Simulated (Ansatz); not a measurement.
Cu₂S. Charge 0, multiplicity 5. Geometry B3LYP-D4/def2-TZVP; atoms count from 1.

Cartesian coordinates in Å:
```
Cu -0.9268 0.6243 -0.8689
Cu -0.2953 -1.0501 0.9020
S 1.2220 0.4258 -0.0331
```

At PBE0-D4/def2-TZVP a singlet of charge 0 lies 4.10 eV below the quintet, each at its own geometry. The structure comes from a short search, and lower isomers may exist.

**Question.** Estimate the Mulliken populations from the PBE0/def2-TZVP orbitals of Ansatz.

**Answer.** 
```tsv
atom	charge (e)	spin (α − β)	d electrons
Cu1	0.00	1.26	9.57
Cu2	0.00	1.26	9.57
S3	-0.01	1.49	–
```
Mulliken values and Mayer orders depend strongly on the basis.

**Question.** Where does the spin sit?

**Answer.** Summed by element: Cu 2.51, S 1.49, of 4 unpaired in all. Largest on single atoms: S3 1.49, Cu1 1.26, Cu2 1.26.

**Question.** And the Mayer bond orders between bonded heavy atoms (over 0.3)?

**Answer.** Cu1–Cu2 0.46 (2.52 Å); Cu1–S3 0.72 (2.31 Å); Cu2–S3 0.72 (2.31 Å).
